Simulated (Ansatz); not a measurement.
TaF₅, SMILES [F][Ta]([F])([F])([F])[F], multiplicity 1.

The structure is a stationary point at PBE0-D3(BJ)/def2-SVP. The spin state was assumed, not searched. The isomer is the one that the SMILES or the coordinates give; other isomers of the formula were not compared. The def2 effective core potentials stand for the cores of Ta; spin–orbit coupling is left out.

Two levels are set side by side: PBE/def2-SVPD (Ansatz, a first-principles code) and CAM-B3LYP/def2-SVPD (Ansatz). Energy differences of separate SCF runs at the same geometry; the states with an electron removed or added have multiplicity 2 and 2. Differences are taken from unrounded values.

```json
[
 {"quantity": "vertical ionisation energy (eV)", "CAM-B3LYP": "15.22"},
 {"quantity": "vertical electron affinity (eV)", "CAM-B3LYP": "0.62"},
 {"quantity": "vertical singlet–triplet gap (eV)", "CAM-B3LYP": "7.67"}
]
```

What does PBE give, and how far is it from CAM-B3LYP? (An estimate is asked for; the answer gives what the named calculation found.)


| quantity | PBE | PBE minus CAM-B3LYP |
|---|---|---|
| vertical ionisation energy (eV) | 13.71 | -1.51 |
| vertical electron affinity (eV) | 0.01 | -0.61 |
| vertical singlet–triplet gap (eV) | 6.88 | -0.79 |
